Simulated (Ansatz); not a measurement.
Consider the ligand exchange at the Sn–C bond: `C[CH](C)[Sn][NH2]` + CH₃SH → `C[S][Sn][NH2]` + `CCC`.

Program: Ansatz. Geometries: PBE0-D4/def2-TZVP. ΔE: electronic, gas phase. CCSD(T)/CBS adds triple-zeta CCSD(T) − MP2 to the extrapolated MP2 energy (def2 sets, frozen cores). This one scheme is used for every species. DFT in def2-TZVPP. B3LYP here is the variant with VWN-RPA as its local correlation; programs differ in this. HSE06 is defined as in plane-wave codes. def2 core potentials past Kr. For Sn outer-core shells are correlated without core-valence functions, which leaves a few kJ/mol of doubt a bond. Each species was taken in one conformer, which may not be the lowest.

`C[CH](C)[Sn][NH2]`:

```xyz
14

C    -1.295    0.129    0.785
C    -0.174    0.901    0.105
C    -0.115    0.613   -1.388
Sn    1.783    0.505    1.076
N     1.753   -1.459    0.631
H    -1.148   -0.953    0.707
H    -1.379    0.366    1.850
H    -2.269    0.353    0.328
H    -0.350    1.974    0.248
H    -1.071    0.845   -1.878
H     0.656    1.200   -1.897
H     0.099   -0.441   -1.589
H     2.491   -2.095    0.891
H     1.020   -1.939    0.131
```

CH₃SH:

Cartesian coordinates in Å:
```
C 0.241 0.145 0.403
S -0.279 0.252 -1.324
H -0.607 0.223 1.082
H 0.902 0.995 0.574
H 0.798 -0.771 0.596
H -1.056 -0.843 -1.331
```

`C[S][Sn][NH2]`:

Z-matrix (Å, degrees):
```
C
S 1 1.812
H 1 1.090 2 107.3
H 1 1.091 2 111.3 3 118.6
H 1 1.091 2 111.3 3 -118.5
Sn 2 2.436 1 106.3 3 179.9
N 6 2.016 2 96.9 1 -0.1
H 7 1.008 6 127.0 2 -0.1
H 7 1.008 6 121.7 2 179.9
```

`CCC`:

Cartesian coordinates in Å:
```
C -0.241 1.039 -0.717
C -0.352 0.121 0.489
C 0.501 -1.129 0.355
H -0.558 0.527 -1.631
H 0.792 1.367 -0.867
H -0.860 1.932 -0.604
H -0.061 0.668 1.392
H -1.399 -0.165 0.634
H 0.409 -1.776 1.231
H 1.559 -0.872 0.241
H 0.210 -1.712 -0.523
```

```csv
level,ΔE (kcal/mol),difference from CCSD(T)/CBS
LDA (SPW92),-33.0,-1.0
BLYP-D4,-33.2,-1.2
B97M-V,-34.6,-2.6
r2SCAN0-D4,-34.2,-2.2
CAM-B3LYP-D4,-33.1,-1.1
B2PLYP,-33.6,-1.6
PBE0,-34.1,-2.1
B3LYP,-34.7,-2.7
r2SCAN0,-34.5,-2.5
HSE06,-34.1,-2.1
BHLYP,-34.9,-2.9
RPA@PBE/def2-TZVPP,-28.9,3.1
CCSD/def2-SVP,-30.8,1.2
HF/def2-TZVPP,-35.4,-3.4
SCS-MP2/def2-QZVPP,-32.0,0.0
MP2/CBS(def2),-32.6,-0.6
CCSD(T)/CBS,-32.0,0
```

Problem. What do rigid-rotor, harmonic-oscillator terms from PBE0-D4/def2-TZVP frequencies (298.15 K, 1 bar) make of the CCSD(T)/CBS value? (Best estimate.)

Solution. Ansatz gave: ΔZPE = +2.3 kcal/mol, ΔH = -29.9 kcal/mol, ΔS = -9 J/(mol·K), ΔG = -29.2 kcal/mol. Modes under 50 cm⁻¹ make the entropy rough.

Largest T1 diagnostic among the species: 0.016.

Leaving LDA and LC-ωPBE aside and taking each functional with its dispersion term where it has one, the values, not all of them listed here, spread over 2.3 kcal/mol, from B97M-V to ωB97M-V. LDA lies +1.0 kcal/mol from PBE without D4. In def2-TZVPP, CCSD(T) changes the Hartree–Fock value by +4.9 kcal/mol (the triples alone add +0.2 kcal/mol) and MP2 by +4.2 kcal/mol.

CCSD(T)/CBS has its own doubt, a few kJ/mol and more with outer-core shells, so smaller differences from it don't rank the levels.
